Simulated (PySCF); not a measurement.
A structure optimised at PBE-D3(BJ)/def2-SVP, used in a PySCF frequency run:

```
Si
O 1 1.6658
H 2 0.9751 1 115.58
O 1 1.6683 2 107.87 3 46.04
H 4 0.9738 1 114.15 2 -155.73
O 1 1.6782 2 116.02 3 -72.63
H 6 0.9753 1 113.43 2 -80.48
Si 1 2.3399 2 104.22 3 172.30
F 8 1.6383 1 109.30 2 -155.59
F 8 1.6474 9 106.20 1 110.94
H 8 1.4982 9 107.27 10 115.13
```
Charge 0, spin multiplicity 1.

Problem. Write its SMILES and formula.

Solution. O[Si](O)(O)[SiH](F)F, F2H4O3Si2

Problem. What are its rotational constants (standard atomic weights)?

Solution. 2.4476, 1.1862, 1.0732 GHz
